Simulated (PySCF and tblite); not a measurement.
Results of a calculation; reference values are marked as such.
Bond rotations in several molecules: saddles from GFN2-xTB searches, energies PBE0/pcSseg-1 + D3(BJ) // GFN2-xTB, GFN2-xTB thermal terms, Eyring rates at 298.15 K with equivalent paths and no tunnelling (PySCF, tblite). ΔE(end) is the energy of the other minimum.

Question: Order these motions by free-energy barrier at 298.15 K, lowest first.
A. [OH:1][B:2]([OH:3])[CH:4]([SiH3:5])[SiH3:6]: rotation about the B2–O3 bond (torsion O1–B2–O3–H from 0° to 180°, rising)
B. [CH3:1][NH:2][BH:3][N:4]([CH3:5])[CH3:6]: rotation about the B3–N2 bond (torsion N4–B3–N2–C1 from -180° to -8°, rising)
C. [H]/[N:5]=[C:3](/[CH:2]=[CH2:1])[CH3:4]: rotation about the C2–C3 bond (torsion C1–C2–C3–C4 from 0° to 181°, rising)
D. [CH2:1]=[CH:2][c:3]1[cH:4][n:5][s:6][c:7]1[CH:8]=[CH2:9]: rotation about the C7–C8 bond (torsion C3–C7–C8–C9 from -180° to -27°, rising)

Answer: D (3.1 kcal/mol), C (6.3 kcal/mol), A (10.1 kcal/mol), B (14.1 kcal/mol).

Question: Give the values.

Answer: 
```tsv
molecule	motion	ΔE‡ (kcal/mol)	ΔG‡	ΔE(end)	k (s⁻¹)
[CH2:1]=[CH:2][c:3]1[cH:4][n:5][s:6][c:7]1[CH:8]=[CH2:9]	rotation about the C7–C8 bond (torsion C3–C7–C8–C9 from -180° to -27°, rising)	2.8	3.1	0.8	6.9×10¹⁰
[H]/[N:5]=[C:3](/[CH:2]=[CH2:1])[CH3:4]	rotation about the C2–C3 bond (torsion C1–C2–C3–C4 from 0° to 181°, rising)	6.6	6.3	1.7	3×10⁸
[OH:1][B:2]([OH:3])[CH:4]([SiH3:5])[SiH3:6]	rotation about the B2–O3 bond (torsion O1–B2–O3–H from 0° to 180°, rising)	11.1	10.1	2.7	4.8×10⁵
[CH3:1][NH:2][BH:3][N:4]([CH3:5])[CH3:6]	rotation about the B3–N2 bond (torsion N4–B3–N2–C1 from -180° to -8°, rising)	13.8	14.1	2.9	543
```

Such barriers can be off by 1 to 3 kcal/mol. Paths on which GFN2-xTB and DFT differ by 4 kcal/mol or more were left out.

For scale, the study of C=Cc1cnsc1C=C took 100 s on 1 thread of Arm Neoverse V1 (shared host) (rough), peak memory 0.89 GiB, launched as `OMP_NUM_THREADS=1 python ens_run.py task.json out`.
